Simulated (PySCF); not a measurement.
Solvent effects on NMR parameters

Atoms are numbered as in `[CH3:1][CH2:2][O:3][C@H:4]([C:5]#[N:6])[CH2:7][CH3:8]`. Hydrogens are named by the atom that carries them. Ha(C2), Ha(C7) are pro-R; Hb(C2), Hb(C7) are pro-S.

GIAO PBE0/pcSseg-1 in PySCF 2.14.0 with density-fitted response routines on one PBE0-D3(BJ)/def2-SVP conformer, non-relativistic, equivalent nuclei averaged. Solvents enter as an IEF-PCM continuum (cyclohexane with ε = 2.0, tetrahydrofuran with ε = 7.4) around the gas-phase geometry. Shifts are referred to TMS computed in the same medium.

In cyclohexane, δ in ppm: C5 125.8, C4 72.6, C2 67.8, C7 30.5, C1 17.0, C8 10.8, Hb(C2) 3.81, H(C4) 3.65, Ha(C2) 3.20, Ha(C7) 1.76, Hb(C7) 1.72, H(C1) 1.33, H(C8) 1.10. Dipole moment 3.66 D.

Question: How does each δ change in the more polar medium?

Answer: 
```tsv
atoms	environment	Δδ, tetrahydrofuran
C5	nitrile carbon	+2.5
C4	sp3 CH bonded to O, α to a nitrile	+0.4
C2	sp3 CH2 bonded to O	+0.5
C7	sp3 CH2	+0.3
C1	methyl carbon	+0.2
C8	methyl carbon	+0.2
Hb(C2)	hydrogen on an sp3 CH2 bonded to O	-0.04
H(C4)	hydrogen on an sp3 CH bonded to O, α to a nitrile	+0.22
Ha(C2)	hydrogen on an sp3 CH2 bonded to O	+0.14
Ha(C7)	hydrogen on an sp3 CH2	+0.06
Hb(C7)	hydrogen on an sp3 CH2	-0.01
H(C1)	hydrogen on a methyl carbon	0.00
H(C8)	hydrogen on a methyl carbon	+0.01
```

Changes are relative to cyclohexane. The dipole moment becomes 4.08 D in tetrahydrofuran.

Question: Which nuclei move most (in ppm), and what does the model miss?

Answer: C5 (nitrile carbon, +2.5 ppm) in tetrahydrofuran. A continuum only polarises the solute; specific hydrogen bonds, the anisotropy of aromatic solvents and changes of geometry or conformer are outside it.
